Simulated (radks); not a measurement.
The numbers below are computed, except where a source is named.
Ionisation of Cu, [Ar] 3d10 4s1, to Cu+, [Ar] 3d10, under several functionals. Dirac Kohn-Sham, spin-unpolarised, spherical densities, finite nucleus; a radial shooting solver on a logarithmic mesh with Libxc functionals.

functional,E(Cu) (hartree),Exc (hartree),IE (eV),-e(HOMO) (eV),<r> HOMO (bohr),IE error (eV)
PBEsol,-1653.53552,-66.20248,8.104,4.609,2.916,+0.378
RPBE,-1655.10291,-67.80362,8.017,4.497,2.971,+0.291
Wu-Cohen GGA,-1654.44760,-67.13614,8.093,4.606,2.902,+0.367
PBE,-1654.89433,-67.58821,8.149,4.610,2.936,+0.422
BLYP,-1655.25437,-67.94536,8.277,4.651,2.929,+0.550
PW91,-1655.30185,-68.00705,8.203,4.664,2.930,+0.477
"LDA (Slater exchange, VWN5 correlation)",-1652.32051,-64.96545,8.427,4.857,2.894,+0.701
B86b exchange with PBE correlation,-1655.23984,-67.94062,8.178,4.641,2.927,+0.451

NIST Atomic Spectra Database: 7.726 eV (measured). Closest: RPBE. The Delta-SCF values span 0.41 eV, the total energies 2.98 hartree. The highest occupied level is 4s1/2. Spin polarisation and multiplet splitting are left out, so open shells lie too high by an amount that depends on their filling.

Beside tabulated values, note that spin-unpolarised runs miss the spin-polarisation part of the exchange energy of open shells.
